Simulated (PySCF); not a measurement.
O2S, triplet, geometry from GFN2-xTB (a higher spin typed on purpose: for a closed-shell molecule this is an excited state); CASSCF(2,4)/def2-SVP (PySCF).

Input for PySCF:
```python
from pyscf import gto, scf, mcscf
import numpy

mol = gto.Mole()
mol.atom = '''
    O    -1.271535    0.423255   -0.005644
    S    -0.014197   -0.373744    0.018905
    O     1.299930    0.324234   -0.032166
'''
mol.basis = 'def2-svp'
mol.charge = 0
mol.spin = 2
mol.verbose = 4
mol.build()

mf = scf.ROHF(mol)
mf.kernel()
mc = mcscf.CASSCF(mf, 4, 2)
mc.fix_spin_(ss=2.0)
mc.kernel()
occ = numpy.linalg.eigvalsh(mc.fcisolver.make_rdm1(mc.ci, mc.ncas, mc.nelecas))[::-1]
ss = mc.fcisolver.spin_square(mc.ci, mc.ncas, mc.nelecas)[0]
print('natural occupations', occ.round(4), ' <S^2>', round(ss, 4))
```

What the program printed (banner, timings and long lists left out):

```
PySCF version 2.14.0

[INPUT] verbose = 4
[INPUT] num. atoms = 3
[INPUT] num. electrons = 32
[INPUT] charge = 0
[INPUT] spin (= nelec alpha-beta = 2S) = 2
[INPUT] symmetry False subgroup None
[INPUT] Mole.unit = angstrom
[INPUT] Symbol           X                Y                Z      unit          X                Y                Z       unit  Magmom
[INPUT]  1 O     -1.271535000000   0.423255000000  -0.005644000000 AA   -2.402852907799   0.799836030853  -0.010665614247 Bohr   0.0
[INPUT]  2 S     -0.014197000000  -0.373744000000   0.018905000000 AA   -0.026828441790  -0.706273800699   0.035725272385 Bohr   0.0
[INPUT]  3 O      1.299930000000   0.324234000000  -0.032166000000 AA    2.456511681106   0.612713460272  -0.060784930523 Bohr   0.0

nuclear repulsion = 104.148523122803
number of shells = 20
number of NR pGTOs = 84
number of NR cGTOs = 46
basis = def2-svp
ecp = {}

******** <class 'pyscf.scf.rohf.ROHF'> ********
method = ROHF
initial guess = minao
damping factor = 0
level_shift factor = 0
DIIS = <class 'pyscf.scf.diis.CDIIS'>
diis_start_cycle = 1
diis_space = 8
diis_damp = 0
SCF conv_tol = 1e-09
SCF conv_tol_grad = None
SCF max_cycles = 50
direct_scf = True
direct_scf_tol = 1e-13
num. doubly occ = 15  num. singly occ = 2
Set gradient conv threshold to 3.16228e-05
init E= -547.332499419111
  HOMO = -0.131905355134935  LUMO = 0.127717623530763  gap/eV = 7.06470
cycle= 1 E= -546.706721798944  delta_E= 0.626  |g|= 0.656  |ddm|= 1.77
  HOMO = -0.213579169939203  LUMO = 0.183054975529968  gap/eV = 10.79296
cycle= 2 E= -546.730860928911  delta_E= -0.0241  |g|= 0.579  |ddm|= 0.778
  HOMO = -0.179697009147584  LUMO = 0.208495348290553  gap/eV = 10.56325
cycle= 3 E= -546.814704102394  delta_E= -0.0838  |g|= 0.0686  |ddm|= 0.374
  HOMO = -0.167265441097544  LUMO = 0.223932128248103  gap/eV = 10.64503
cycle= 4 E= -546.816127864487  delta_E= -0.00142  |g|= 0.0193  |ddm|= 0.0458
  HOMO = -0.169833075179059  LUMO = 0.222144724895786  gap/eV = 10.66626
cycle= 5 E= -546.816432288667  delta_E= -0.000304  |g|= 0.00607  |ddm|= 0.0292
  HOMO = -0.170420285342855  LUMO = 0.222263060930465  gap/eV = 10.68546
cycle= 6 E= -546.816471920903  delta_E= -3.96e-05  |g|= 0.00123  |ddm|= 0.0122
  HOMO = -0.170629226230543  LUMO = 0.222258997109803  gap/eV = 10.69103
cycle= 7 E= -546.816473881746  delta_E= -1.96e-06  |g|= 0.000303  |ddm|= 0.00281
  HOMO = -0.170616940662845  LUMO = 0.222271261682887  gap/eV = 10.69103
cycle= 8 E= -546.816473993308  delta_E= -1.12e-07  |g|= 8.05e-05  |ddm|= 0.000641
  HOMO = -0.170637114326665  LUMO = 0.222266968198485  gap/eV = 10.69146
cycle= 9 E= -546.81647400315  delta_E= -9.84e-09  |g|= 4.27e-05  |ddm|= 0.000177
  HOMO = -0.170637864870633  LUMO = 0.222265543632111  gap/eV = 10.69145
cycle= 10 E= -546.816474004765  delta_E= -1.62e-09  |g|= 3.5e-05  |ddm|= 6.44e-05
  HOMO = -0.170637572740652  LUMO = 0.222264602399775  gap/eV = 10.69141
cycle= 11 E= -546.816474005842  delta_E= -1.08e-09  |g|= 1.02e-05  |ddm|= 5.62e-05
  HOMO = -0.170638387853329  LUMO = 0.222263520545826  gap/eV = 10.69141
cycle= 12 E= -546.816474006182  delta_E= -3.4e-10  |g|= 5.93e-06  |ddm|= 4.58e-05
  HOMO = -0.170638046017387  LUMO = 0.222263326694906  gap/eV = 10.69139
Extra cycle  E= -546.816474006202  delta_E= -2.07e-11  |g|= 3.31e-06  |ddm|= 7.68e-06
converged SCF energy = -546.816474006202

******** <class 'pyscf.mcscf.mc1step.CASSCF'> ********
CAS (2e+0e, 4o), ncore = 15, nvir = 27
max_cycle_macro = 50
max_cycle_micro = 4
conv_tol = 1e-07
conv_tol_grad = None
orbital rotation max_stepsize = 0.02
orbital rotation threshold for CI restart = 0.01
augmented hessian ah_max_cycle = 30
augmented hessian ah_conv_tol = 1e-12
augmented hessian ah_linear dependence = 1e-14
augmented hessian ah_level shift = 1e-08
augmented hessian ah_start_tol = 2.5
augmented hessian ah_start_cycle = 3
augmented hessian ah_grad_trust_region = 3
kf_trust_region = 3
kf_interval = 4
ci_response_space = 4
ci_grad_trust_region = 3
with_dep4 0
natorb = False
canonicalization = True
sorting_mo_energy = False
ao2mo_level = 2
internal_rotation = False
******** <class 'pyscf.fci.addons.SpinPenaltyFCISolver'> ********
max. cycles = 50
conv_tol = 1e-08
davidson only = True
linear dependence = 1e-12
level shift = 0.001
max iter space = 12
nroots = 1
pspace_size = 400
spin = None
CASCI E = -546.816474006202  S^2 = 2.0000000
Set conv_tol_grad to 0.000316228
macro iter   1 (  1 JK    1 micro), CASSCF E = -546.816474006202  dE =  0.00000000e+00  S^2 = 2.0000000
               |grad[o]|=3.35e-06  |grad[c]|=8.38e-09  |ddm|=    0  |maxRot[o]|=    0
1-step CASSCF converged in   1 macro (  1 JK   1 micro) steps
CASSCF canonicalization
Density matrix diagonal elements [1.00000000e+00 1.00000000e+00 9.20001225e-14 1.24563275e-13]
CASSCF energy = -546.816474006202
CASCI E = -546.816474006202  E(CI) = -1.29047063797805  S^2 = 2.0000000
natural occupations [1. 1. 0. 0.]  <S^2> 2.0
```
